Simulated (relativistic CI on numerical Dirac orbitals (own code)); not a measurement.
# Be II: sensitivity of the levels to the model

Base calculation: Dirac-Coulomb-Breit CI, KLI orbitals optimised for each configuration, model QED (radiative potential, 1s self-energy scaled to tabulated hydrogen-like ionisation energies), valence Slater integrals scaled by 0.85, P86 correlation energy added to each configuration.

Configuration list (outside the closed core 1s2): 2s, 2p, 3s, 3p, 3d, 4s, 4p, 4d, 4f, 5s, 5p, 5g, 5f, 5d, 6s, 6p, 6d. Levels of other configurations are missing.

The lowest level and the first level of each name with at least 55 % of one term (blank where a level has no safe partner in the second run):

| Level | Base (cm⁻¹) | Shift (cm⁻¹) |
| --- | --- | --- |
| 2s 2S_1/2 | 0.0 | 0.0 |
| 2p 2P°_1/2 | 32727.1 | -508.7 |
| 2p 2P°_3/2 | 32732.1 | -508.7 |
| 3s 2S_1/2 | 88974.9 | -1309.1 |
| 3p 2P°_1/2 | 97498.2 | -1422.0 |
| 3p 2P°_3/2 | 97499.2 | -1422.0 |
| 3d 2D_3/2 | 97699.7 | -391.8 |
| 3d 2D_5/2 | 97700.2 | -391.8 |
| 4s 2S_1/2 | 116576.2 | -1805.9 |
| 4p 2P°_1/2 | 120039.3 | -1890.9 |
| 4p 2P°_3/2 | 120039.6 | -1890.9 |
| 4d 2D_3/2 | 120208.9 | -1559.5 |
| 4d 2D_5/2 | 120209.1 | -1559.5 |
| 4f 2F°_5/2 | 122387.3 | -3734.0 |

Correlation outside the listed configurations is missing or only estimated: errors of thousands of cm⁻¹ between configurations and terms are usual at this charge. Rates and lifetimes follow the computed energies and can be off by large factors. The fine structure of a lone outer electron comes out too small, for d and f at times inverted, and misplaced configurations move strength between like terms. 14 of the 14 excited levels that our extract of the measured tables holds in this range could be paired (the sources list more); they are missed by 1156 cm⁻¹ on average and 2941 at most, and levels without a partner can miss by more.

(1) One thing was changed in a second run, which moved the levels as shown. Which?
A. QED terms removed
B. Breit term removed
C. no correlation estimate
D. Slater integrals left unscaled
E. configuration mixing switched off
F. non-relativistic limit

Results:

(1) C. No correlation estimate. A correlation estimate moves all levels of a configuration together before mixing; mixed levels move by a weighted share.
